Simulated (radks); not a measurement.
Task: The table gives one normalised radial function P(r) = r R(r) of F4+ in [He] 2s2 2p1 (r in bohr). All-electron calculation, scalar-relativistic Kohn-Sham, XLYP, spin-polarised, spherical densities, point nucleus; open shells are filled with parallel spins first. Program: a radial shooting solver on a logarithmic mesh with Libxc functionals.

r,P
0.006963,0.0014
0.007788,0.0018
0.008781,0.0022
0.009822,0.0028
0.01099,0.0035
0.01229,0.0043
0.01374,0.0053
0.01537,0.0066
0.0172,0.0082
0.01939,0.0103
0.02169,0.0128
0.02426,0.0158
0.02713,0.0195
0.03035,0.0240
0.03394,0.0296
0.03796,0.0363
0.0428,0.0452
0.04788,0.0553
0.05355,0.0674
0.0599,0.0821
0.067,0.0996
0.07494,0.1204
0.08382,0.1450
0.0945,0.1762
0.1057,0.2104
0.1182,0.2499
0.1322,0.2953
0.1479,0.3467
0.1654,0.4044
0.1851,0.4683
0.2086,0.5430
0.2334,0.6177
0.261,0.6959
0.292,0.7755
0.3266,0.8541
0.3653,0.9287
0.4086,0.9957
0.4606,1.0545
0.5152,1.0924
0.5763,1.1096
0.6446,1.1026
0.721,1.0692
0.8064,1.0094
0.902,0.9251
1.017,0.8125
1.138,0.6934
1.272,0.5686
1.423,0.4463
1.592,0.3340
1.78,0.2372
1.991,0.1589
2.245,0.0957
2.511,0.0548
2.809,0.0286
3.142,0.0135
3.514,0.0058
3.931,0.0022
4.397,0.0007
4.957,0.0002
5.545,0.0000
6.202,0.0000
6.937,0.0000

Which n and l does it have? It may be an empty orbital.

Result: n = 2, l = 1: the number of nodes gives n - l - 1 = 0, the rise at small r (about r^(l+1)) gives l, and the extent must fit the shell. The curve is that of 2p up; the table hardly tells the two spins apart. 2p up: eigenvalue -101.13 eV, 0 radial nodes, <r> = 0.767 bohr, 90 % of the charge inside 1.25 bohr.
